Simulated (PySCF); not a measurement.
From one molecule to another.

First species: C4HF5.
Z-matrix (Å and degrees, GFN2-xTB geometry), rows numbered from 1:
```
F 
C   1  1.2990
C   2  1.3041  1  151.00
C   2  1.4754  1  143.82  3  -178.58
F   4  1.3750  2  119.52  3  -105.52
C   4  1.5210  2  123.20  3   107.32
F   6  1.3419  4  109.84  2   -29.69
F   6  1.3341  4  112.73  2    89.72
F   6  1.3351  4  112.49  2  -148.77
H   3  1.0620  2  152.18  4   176.49
```

Second species: C4HF5.
Numbering: `[F:1][C:2]1=[C:3]([F:4])[C:5]([F:6])([F:7])[C@@H:8]1[F:9]` (hydrogens: H10 on C8)

Levels: B3LYP/def2-SVPD for dipole moment, HOMO energy, LUMO energy, HOMO–LUMO gap, static isotropic polarisability and electronic spatial extent ⟨r²⟩ about the centre of nuclear charge; TDDFT B3LYP/def2-SVPD for lowest singlet excitation; TDA B3LYP/def2-SVPD for lowest triplet excitation (Tamm–Dancoff); GFN2-xTB for rotational constant A and rotational constant C. Geometries: GFN2-xTB. Each species is one conformer at its optimised geometry, gas phase, non-relativistic unless stated. Electronic properties by PySCF.

The conformers computed, where there is a choice (atom-mapped SMILES and torsion angles):
- `[F:1][C:2]1=[CH:3][C@@:4]1([F:5])[C:6]([F:7])([F:8])[F:9]`: C3–C4–C6–F7 33°

(1) Which of the two has the higher S1 energy, and by how much?

(2) Which of the two has the higher dipole moment, and by how much?

(3) Which of the two has the higher rotational constant C, and by how much?

(4) Which of the two has the higher T1 energy, and by how much?

(5) Which has the higher HOMO energy?

(6) Which has the higher HOMO–LUMO gap?

(7) Which of the two has the higher rotational constant A, and by how much?

(8) Which has the higher static isotropic polarisability?

## Answers

(1) The second: 7.09 eV against 6.99 eV, a difference of 0.10 eV.

(2) The first: 2.71 D against 1.62 D, a difference of 1.09 D.

(3) The first: 1.163 GHz against 1.078 GHz, a difference of 0.085 GHz.

(4) The first: 5.11 eV against 4.76 eV, a difference of 0.35 eV.

(5) The second: -8.68 eV against -9.03 eV, a difference of 0.35 eV.

(6) The first: 7.97 eV against 7.56 eV, a difference of 0.41 eV.

(7) The first: 2.499 GHz against 1.910 GHz, a difference of 0.589 GHz.

(8) The second: 49.0 au against 48.4 au, a difference of 0.6 au.

On the first: No computed singlet falls in the visible range (750 to 380 nm, 1.65 to 3.26 eV); S1 lies 3.73 eV above its blue end. S1 lies 0.98 eV below the HOMO–LUMO gap; its leading configuration is HOMO−1→LUMO, weight 0.85.

On the second: No computed singlet falls in the visible range (750 to 380 nm, 1.65 to 3.26 eV); S1 lies 3.83 eV above its blue end. The 8 singlets span 7.09 to 9.04 eV, and their oscillator strengths add up to 0.35.
